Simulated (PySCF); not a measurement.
Correlation energy of Hg (mercury, neutral)

[Xe] 4f14 5d9 6s2 6p1, one real determinant (an excited configuration). All numbers are calculated (PySCF 2.14, a scalar-relativistic core potential, in def2-TZVPPD with the def2 core potential (60 electrons) (6s6p3d2f1g, 62 functions)). Frozen: nothing; 20 electrons correlated.

MP2 pair energies summed by pair of shells (mhartree):

```
 pair   energy  share (%)
5d-5d  -250.15       41.4
5p-5d  -137.09       22.7
5d-6s   -88.57       14.7
5p-5p   -35.62        5.9
5s-5d   -18.72        3.1
5s-5p   -15.72        2.6
5d-6p   -15.45        2.6
6s-6s   -14.93        2.5
5p-6s   -12.43        2.1
6s-6p   -10.25        1.7
5s-5s    -2.48        0.4
5p-6p    -1.96        0.3
5s-6s    -0.70        0.1
5s-6p    -0.14        0.0
```

Total MP2 correlation energy: -604.20 mhartree.

Same-spin part -202.05 and opposite-spin part -402.15 mhartree; SCS-MP2 scales them by 1/3 and 6/5 to -549.93 mhartree.

The reference is one real determinant that mixes LS terms of this configuration.

The basis has no tight functions for the innermost shells, so their pair energies are far from complete.

This basis was not built for core-valence correlation, so the inner-shell part is incomplete.
